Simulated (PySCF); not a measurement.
# Silicon: a sound run and one with changed settings

Sound run: Si⁺ [Ne] 3s2 3p1, Si²⁺ [Ne] 3s2. Calculation: PySCF 2.14, in aug-cc-pV(D+d)Z; no relativity, point nucleus. In the sound run the correlated levels freeze [Ne]. The sound run starts from symmetry-adapted Hartree-Fock orbitals and uses a fine grid where one is needed.

Changed run: the spin-free X2C one-electron Hamiltonian (Gaussian nucleus). This setting is unsound on purpose.

```csv
species,method,sound run (hartree),changed run (hartree),converged
Si⁺,UHF,-288.57000,-289.11321,yes
Si⁺,MN15,-288.93897,-289.48152,yes
Si⁺,BP86,-289.08939,-289.63217,yes
Si⁺,MP2,-288.60553,-289.14874,yes
Si⁺,CCSD(T),-288.62521,-289.16835,yes
Si²⁺,UHF,-287.98839,-288.53172,yes
Si²⁺,MN15,-288.34629,-288.88903,yes
Si²⁺,BP86,-288.48314,-289.02609,yes
Si²⁺,MP2,-288.01754,-288.56085,yes
Si²⁺,CCSD(T),-288.03217,-288.57542,yes
```

Ionisation energy of Si⁺:

```json
{"method": "UHF", "sound run (eV)": "15.826", "changed run (eV)": "15.823"}
{"method": "MN15", "sound run (eV)": "16.127", "changed run (eV)": "16.122"}
{"method": "BP86", "sound run (eV)": "16.497", "changed run (eV)": "16.492"}
{"method": "MP2", "sound run (eV)": "16.000", "changed run (eV)": "15.997"}
{"method": "SCS-MP2", "sound run (eV)": "15.981", "changed run (eV)": "15.978"}
{"method": "CCSD", "sound run (eV)": "16.118", "changed run (eV)": "16.115"}
{"method": "CCSD(T)", "sound run (eV)": "16.137", "changed run (eV)": "16.135"}
```

Most of the change in total energy is the relativistic energy itself. On top of that the contraction fixes the core shape for the Hamiltonian it was made with, so the changed run is not a good calculation with the other Hamiltonian either.

For comparison, NIST gives 16.346 eV between the lowest levels.
